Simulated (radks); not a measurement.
Results of a calculation; reference values are marked as such.
Species: the molybdenum ion Mo3+. Configuration: [Kr] 4d2.5 5p0.5 (fractional occupations, a model configuration).

Level of theory: scalar-relativistic Kohn-Sham, LDA (Slater exchange, Perdew-Wang correlation), spin-polarised, spherical densities, finite nucleus; open shells are filled with parallel spins first (spin-orbit coupling, left out, can overturn this in heavy ions); Fermi nuclear charge, rms radius 4.4091 fm (a radial shooting solver on a logarithmic mesh with Libxc functionals).

Energy parts (hartree):
total: -4042.34909
kinetic: 4166.81012
electron-nucleus: -9696.06649
Hartree: 1605.05376
exchange-correlation: -118.14648

Orbitals (lengths in bohr, moments of r in powers of bohr; r(max) is where P^2 peaks; r(90%) holds 90 % of the orbital's charge):
orbital  occ.  eigenvalue (hartree)      <r>  r(90%)   <1/r>   r(max)
1s up       1             -728.7471  0.03521  0.0631   43.50  0.02290
1s down     1             -728.7466  0.03521  0.0631   43.50  0.02290
2s up       1             -104.0974   0.1539   0.238   9.792   0.1298
2s down     1             -104.0846   0.1539   0.238   9.792   0.1298
2p up       3             -93.27184   0.1340   0.218   9.528   0.1036
2p down     3             -93.26167   0.1340   0.218   9.528   0.1036
3s up       1             -18.79088   0.4297   0.635   3.361   0.3841
3s down     1             -18.78130   0.4296   0.635   3.361   0.3841
3p up       3             -15.24433   0.4312   0.652   3.199   0.3773
3p down     3             -15.23388   0.4310   0.652   3.200   0.3774
3d up       5              -9.45654   0.4154   0.665   2.969   0.3218
3d down     5              -9.44265   0.4152   0.664   2.969   0.3219
4s up       1              -3.66895    1.093    1.59   1.249   0.9841
4s down     1              -3.60359    1.090    1.58   1.254   0.9814
4p up       3              -2.70179    1.206    1.78   1.116    1.062
4p down     3              -2.63178    1.202    1.77   1.121    1.058
4d up     2.5              -1.32699    1.580    2.43  0.8322    1.300
4d down     0              -1.25110    1.581    2.44  0.8339    1.294
5p up     0.5              -0.82749    3.025    4.33  0.4312    2.785
5p down     0              -0.77423    3.108    4.46  0.4178    2.833

The highest occupied level is 5p up at -22.517 eV. The configuration is held as typed, so some empty levels lie below it. The density falls to 0.001 e/bohr^3 at r = 3.73 bohr. The spin density at the nucleus is -1.944 e/bohr^3 (1s -0.079, 2s -0.481, 3s 0.056, 4s -1.439). The electron density at the nucleus is 9.227e+04 e/bohr^3 (large components only).
